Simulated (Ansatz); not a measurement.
Reactions of `Cl[CH2][GeH]([Cl])[Cl]`.

Computed with Ansatz on PBE0-D4/def2-TZVP structures; ΔE is electronic, products minus reactants. CCSD(T)/CBS is the MP2 limit (def2-TZVPP, def2-QZVPP) plus CCSD(T) − MP2 in def2-TZVPP, frozen cores. This one scheme is used for every species. DFT in def2-TZVPP. Elements past krypton have def2 core potentials. For Ge, I, Se outer-core shells are correlated without core-valence functions, which leaves a few kJ/mol of doubt a bond. Scalar relativity is left out up to krypton. One conformer a species, not always the lowest.

```csv
reaction,CCSD(T)/CBS(def2) (kcal/mol)
`Cl[CH2][GeH]([Cl])[Cl]` + H–F → `FCCl` + `[Cl][GeH2][Cl]`,?
`Cl[CH2][GeH]([Cl])[Cl]` + HI → `ClCI` + `[Cl][GeH2][Cl]`,9.9
`Cl[CH2][GeH]([Cl])[Cl]` + H₂Se → `[Cl][GeH]([Cl])[SeH]` + `CCl`,-17.7
`Cl[CH2][GeH]([Cl])[Cl]` + H₂ → `[Cl][GeH2][Cl]` + `CCl`,-7.7
```

Q: Fill in the missing values. (An estimate is asked.)

A: Ansatz gave: `Cl[CH2][GeH]([Cl])[Cl]` + H–F → `FCCl` + `[Cl][GeH2][Cl]`: +18.1 kcal/mol.

Largest T1 diagnostic: 0.010, for `FCCl`.
